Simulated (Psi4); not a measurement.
C4H5 (SMILES [CH-]=C1CC1), charge -1, singlet, geometry from GFN2-xTB (a gas-phase anion, which may not be bound at this level), with bond 8-3 at 1.25 times its length; Psi4 with HF/6-31G*.

Input for Psi4:
```
memory 2 GB

molecule mol {
-1 1
C    -0.004777   -0.008469    0.427331
C    -0.001740   -0.769514   -0.833853
C     0.020257    0.754235   -0.884483
C    -0.020486   -0.113090    1.733287
H    -0.907818   -1.268940   -1.192104
H     0.897518   -1.294348   -1.172425
H     0.936283    1.226025   -1.251408
H    -1.097460    1.375818   -1.367805
H    -0.011584    0.906790    2.233392
}

set {
  basis 6-31g*
  reference uhf
  stability_analysis follow
  scf_type pk
}

energy('scf')
print_variables()
```

Output, abridged:

```
   => Loading Basis Set <=

    Name: 6-31G*
    Role: ORBITAL
    Keyword: BASIS

         ---------------------------------------------------------
                                   SCF
               by Justin Turney, Rob Parrish, Andy Simmonett
                          and Daniel G. A. Smith
                              UHF Reference
         ---------------------------------------------------------

  ==> Geometry <==

    Molecular point group: c1
    Full point group: C1

    Geometry (in Angstrom), charge = -1, multiplicity = 1:

       Center              X                  Y                   Z               Mass
    ------------   -----------------  -----------------  -----------------  -----------------
         C            0.000227710342     0.004527323805     0.379526432807    12.000000000000
         C            0.003264710342    -0.756517676195    -0.881657567193    12.000000000000
         C            0.025261710342     0.767231323805    -0.932287567193    12.000000000000
         C           -0.015481289658    -0.100093676195     1.685482432807    12.000000000000
         H           -0.902813289658    -1.255943676195    -1.239908567193     1.007825032230
         H            0.902522710342    -1.281351676195    -1.220229567193     1.007825032230
         H            0.941287710342     1.239021323805    -1.299212567193     1.007825032230
         H           -1.092455289658     1.388814323805    -1.415609567193     1.007825032230
         H           -0.006579289658     0.919786323805     2.185587432807     1.007825032230

  Running in c1 symmetry.

  Rotational constants: A =      0.66460  B =      0.23766  C =      0.18983 [cm^-1]
  Rotational constants: A =  19924.28411  B =   7124.90287  C =   5690.91204 [MHz]
  Nuclear repulsion =  100.525696212149057

  Charge       = -1
  Multiplicity = 1
  Electrons    = 30
  Nalpha       = 15
  Nbeta        = 15

  ==> Algorithm <==

  SCF Algorithm Type is PK.
  DIIS enabled.
  MOM disabled.
  Fractional occupation disabled.
  Guess Type is SAD.
  Energy threshold   = 1.00e-06
  Density threshold  = 1.00e-06
  Integral threshold = 1.00e-12

  ==> Primary Basis <==

  Basis Set: 6-31G*
    Blend: 6-31G*
    Number of shells: 34
    Number of basis functions: 70
    Number of Cartesian functions: 70
    Spherical Harmonics?: false
    Max angular momentum: 2

  ==> Integral Setup <==

  Using in-core PK algorithm.
   Calculation information:
      Number of atoms:                   9
      Number of AO shells:              34
      Number of primitives:             80
      Number of atomic orbitals:        70
      Number of basis functions:        70

      Integral cutoff                 1.00e-12
      Number of threads:                 1

  Performing in-core PK
  Using 6177710 doubles for integral storage.
  We computed 174208 shell quartets total.
  Whereas there are 177310 unique shell quartets.

  ==> DiskJK: Disk-Based J/K Matrices <==

    J tasked:                  Yes
    K tasked:                  Yes
    wK tasked:                  No
    Schwarz Cutoff:          1E-12

  Minimum eigenvalue in the overlap matrix is 2.8157117958E-03.
  Reciprocal condition number of the overlap matrix is 3.9139131479E-04.
    Using symmetric orthogonalization.

  ==> Pre-Iterations <==

  SCF Guess: Superposition of Atomic Densities via on-the-fly atomic UHF (no occupation information).

   -------------------------
    Irrep   Nso     Nmo
   -------------------------
     A         70      70
   -------------------------
    Total      70      70
   -------------------------

  ==> Iterations <==

                        Total Energy        Delta E     RMS |[F,P]|

   @UHF iter SAD:  -153.30451860417247   -1.53305e+02   0.00000e+00
   @UHF iter   1:  -153.99168235791154   -6.87164e-01   6.93464e-03 ADIIS/DIIS
   @UHF iter   2:  -154.13290486177894   -1.41223e-01   3.32418e-03 ADIIS/DIIS
   @UHF iter   3:  -154.16270619149446   -2.98013e-02   5.61565e-04 ADIIS/DIIS
   @UHF iter   4:  -154.16473507940205   -2.02889e-03   1.97465e-04 ADIIS/DIIS
   @UHF iter   5:  -154.16500049530484   -2.65416e-04   8.88945e-05 DIIS
   @UHF iter   6:  -154.16505760276567   -5.71075e-05   2.34047e-05 DIIS
   @UHF iter   7:  -154.16506312415646   -5.52139e-06   1.34014e-05 DIIS
   @UHF iter   8:  -154.16506402048225   -8.96326e-07   2.25851e-06 DIIS
   @UHF iter   9:  -154.16506406788494   -4.74027e-08   5.95761e-07 DIIS
  Energy and wave function converged.

    Wavefunction stable under totally symmetric rotations.
    Lowest totally symmetric eigenvalue: 0.035028
    Lowest UHF->UHF stability eigenvalues:
       A 0.035028

    Stability analysis over.

  ==> Post-Iterations <==

   @Spin Contamination Metric:  -7.105427358E-15
   @S^2 Expected:                0.000000000E+00
   @S^2 Observed:               -7.105427358E-15
   @S   Expected:                0.000000000E+00
   @S   Observed:                0.000000000E+00

    Orbital Energies [Eh]
    ---------------------

    Alpha Occupied:

[...]
    Alpha Virtual:

[...]
      70A      5.232041

    Beta Occupied:

[...]
    Beta Virtual:

[...]
      70A      5.232041

    Final Occupation by Irrep:
              A
    DOCC [    15 ]
    SOCC [     0 ]
    NA   [    15 ]
    NB   [    15 ]

  @UHF Final Energy:  -154.16506406788494

   => Energetics <=

    Nuclear Repulsion Energy =            100.5256962121490574
    One-Electron Energy =                -412.5831782779729338
    Two-Electron Energy =                 157.8924179979389351
    Total Energy =                       -154.1650640678849413

  UHF NO Occupations:
  HONO-2 :   13  A 2.0000000
  HONO-1 :   14  A 2.0000000
  HONO-0 :   15  A 2.0000000
  LUNO+0 :   16  A 0.0000000
  LUNO+1 :   17  A 0.0000000
  LUNO+2 :   18  A 0.0000000
  LUNO+3 :   19  A 0.0000000

Computation Completed

Properties will be evaluated at   0.000000,   0.000000,   0.000000 [a0]

Properties computed using the SCF density matrix

 Multipole Moments:

 ------------------------------------------------------------------------------------
     Multipole            Electronic (a.u.)      Nuclear  (a.u.)        Total (a.u.)
 ------------------------------------------------------------------------------------

 L = 1.  Multiply by 2.5417464519 to convert [e a0] to [Debye]
 Dipole X            :          0.3351574           -0.1481553            0.1870021
 Dipole Y            :         -0.6822069            0.9471504            0.2649435
 Dipole Z            :          0.9842388           -2.8024458           -1.8182070
 Magnitude           :                                                    1.8469005

 ------------------------------------------------------------------------------------

  Variable Map:
  ----------------------------------------------------------------------------
[...]
  Array Variable Map:
  ----------------------------------------------------------------------------
[...]
[...]
```
